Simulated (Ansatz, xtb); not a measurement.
## Two isomers of C6H7Cl

Structure X: `Cl[C@@H]1C=CC=CC1`, a singlet. Structure Y: `ClC1=CCCC=C1`, a singlet. Both are isolated molecules in the gas phase, relaxed with B3LYP-D3(BJ)/def2-SVP; the shapes shown needn't be the lowest conformers.

X (Å):

```xyz
14

C    -1.6488   -0.5080    1.5936
C    -0.8267   -1.1302    2.6913
C     0.4912   -0.8691    2.7612
C     1.1258    0.0713    1.8311
C     0.3738    0.8881    1.0716
C    -1.1315    0.8724    1.1914
Cl   -3.4008   -0.3941    2.0744
H    -1.6482   -1.1831    0.7199
H    -1.3125   -1.8481    3.3556
H     1.1115   -1.3713    3.5083
H     2.2171    0.1186    1.7921
H     0.8366    1.6297    0.4148
H    -1.6196    1.1958    0.2606
H    -1.4317    1.6011    1.9703
```

Y (Å):

```xyz
14

C    -1.9658   -0.3115    1.8813
C    -1.1161   -1.1205    2.5366
C     0.3384   -0.7280    2.6418
C     0.8085    0.0789    1.4242
C    -0.2015    1.1239    1.0200
C    -1.5148    0.9206    1.2246
Cl   -3.6785   -0.6675    1.7830
H    -1.4806   -2.0145    3.0465
H     0.9689   -1.6212    2.7721
H     0.4718   -0.1230    3.5620
H     1.7884    0.5382    1.6267
H     0.9627   -0.6020    0.5622
H     0.1416    2.0248    0.5033
H    -2.2697    1.6380    0.8974
```

Estimate E(Y) − E(X) at the level CCSD(T)/def2-SVP + ΔMP2/def2-TZVPP.

CCSD(T)/def2-SVP + ΔMP2/def2-TZVPP gives E(Y) − E(X) = −0.20 kcal/mol, slightly favouring structure Y, which is too small a margin to settle the true order.

Level by level:

```
                             level               geometry  E(Y) − E(X) (kcal/mol)  departure from the last row (kcal/mol)  job, with rough time for the two
                          GFN2-xTB               GFN2-xTB                     −4.95                                   −4.75              optimisation, 0.24 s
                         HF/STO-3G               GFN2-xTB                     −2.22                                   −2.02              single point, 0.64 s
                r2SCAN-D4/def2-SVP               GFN2-xTB                     −1.67                                   −1.47               single point, 8.4 s
             B3LYP-D3(BJ)/def2-SVP  B3LYP-D3(BJ)/def2-SVP                     −1.03                                   −0.83                optimisation, 76 s
                       HF/def2-SVP  B3LYP-D3(BJ)/def2-SVP                     +0.60                                   +0.80           part of the CCSD(T) run
                      MP2/def2-SVP  B3LYP-D3(BJ)/def2-SVP                     −1.42                                   −1.22           part of the CCSD(T) run
                  CCSD(T)/def2-SVP  B3LYP-D3(BJ)/def2-SVP                     −0.83                                   −0.63                      single point
CCSD(T)/def2-SVP + ΔMP2/def2-TZVPP  B3LYP-D3(BJ)/def2-SVP                     −0.20                                                     single point, 2.4 min
```

As drawn, both hold the same kinds of bond in the same numbers.

The largest departure from CCSD(T)/def2-SVP + ΔMP2/def2-TZVPP is that of GFN2-xTB, 4.75 kcal/mol. The last row adds to CCSD(T) the change of the MP2 difference between the two basis sets, here +0.63 kcal/mol.

With thermal terms from frequencies at re-optimised GFN2-xTB minima (ideal gas, soft modes damped towards free rotors, one conformer each, 298.15 K, 1 atm): the zero-point term adds +0.22 kcal/mol; ΔH is +0.05 and ΔG +0.11 kcal/mol.

The correlated steps freeze 11 core orbitals. Mirror images aren't counted in ΔG. Run with Ansatz 0.2.0, xtb 6.7.1; the last row on 2 threads of Arm Neoverse V1 on a shared host.
